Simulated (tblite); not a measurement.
C₄H₅Cl₂FGe.
Atom-mapped SMILES: `[CH3:1][C:2]#[C:3][GeH2:4][C:5]([F:6])([Cl:7])[Cl:8]` (hydrogens: H9, H10, H11 on C1; H12, H13 on Ge4)

Computed with GFN2-xTB (tblite), gas phase: L-BFGS steps from a force-field or distance-geometry start until the largest atomic force falls under 0.01 eV/Å.

At the end of the run (lengths in Å): Ge4–C5 2.000, Ge4–H12 1.497, Ge4–H13 1.498, C1–C2 1.442, C5–F6 1.356, C1–H9 1.089, C3–Ge4 1.880, C3–Ge4–C5 105.4°, Ge4–C5–F6 112.4°, F6–C5–Cl7 107.7°, Ge4–C5–Cl7 109.4°, C3–Ge4–C5–F6 180°.

Problem. These geometries were met on the way; a selection of coordinates is given. Order them by energy above the end point, lowest first.
A. Ge4–C5 2.006, Ge4–H12 1.508, Ge4–H13 1.506, C1–C2 1.448, C5–F6 1.355, C1–H9 1.091, C3–Ge4 1.894, C3–Ge4–C5 108.2°, Ge4–C5–F6 109.6°, F6–C5–Cl7 109.5°, Ge4–C5–Cl7 109.5°, C3–Ge4–C5–F6 180°
B. Ge4–C5 1.931, Ge4–H12 1.561, Ge4–H13 1.546, C1–C2 1.475, C5–F6 1.386, C1–H9 1.111, C3–Ge4 1.902, C3–Ge4–C5 110.4°, Ge4–C5–F6 109.9°, F6–C5–Cl7 109.6°, Ge4–C5–Cl7 110.0°, C3–Ge4–C5–F6 180°
C. Ge4–C5 2.000, Ge4–H12 1.519, Ge4–H13 1.514, C1–C2 1.449, C5–F6 1.350, C1–H9 1.093, C3–Ge4 1.893, C3–Ge4–C5 108.7°, Ge4–C5–F6 109.3°, F6–C5–Cl7 110.1°, Ge4–C5–Cl7 109.3°, C3–Ge4–C5–F6 180°
D. Ge4–C5 2.001, Ge4–H12 1.498, Ge4–H13 1.497, C1–C2 1.443, C5–F6 1.356, C1–H9 1.090, C3–Ge4 1.881, C3–Ge4–C5 107.6°, Ge4–C5–F6 111.3°, F6–C5–Cl7 107.7°, Ge4–C5–Cl7 110.4°, C3–Ge4–C5–F6 180°
E. Ge4–C5 2.009, Ge4–H12 1.496, Ge4–H13 1.498, C1–C2 1.444, C5–F6 1.360, C1–H9 1.089, C3–Ge4 1.889, C3–Ge4–C5 107.7°, Ge4–C5–F6 110.3°, F6–C5–Cl7 108.6°, Ge4–C5–Cl7 110.0°, C3–Ge4–C5–F6 180°

Solution. D (0.004 eV), E (0.008 eV), A (0.018 eV), C (0.034 eV), B (0.173 eV).

```csv
step,E above end (eV),"rms distance from the end, all atoms (Å)",largest force (eV/Å),rms shift of all bonds from the end (Å)
8,0.004,0.079,0.048,0.000
4,0.008,0.080,0.309,0.004
3,0.018,0.081,0.427,0.006
2,0.034,0.083,0.537,0.010
0,0.173,0.087,2.521,0.036
```

Rows stand in the order of the answer.
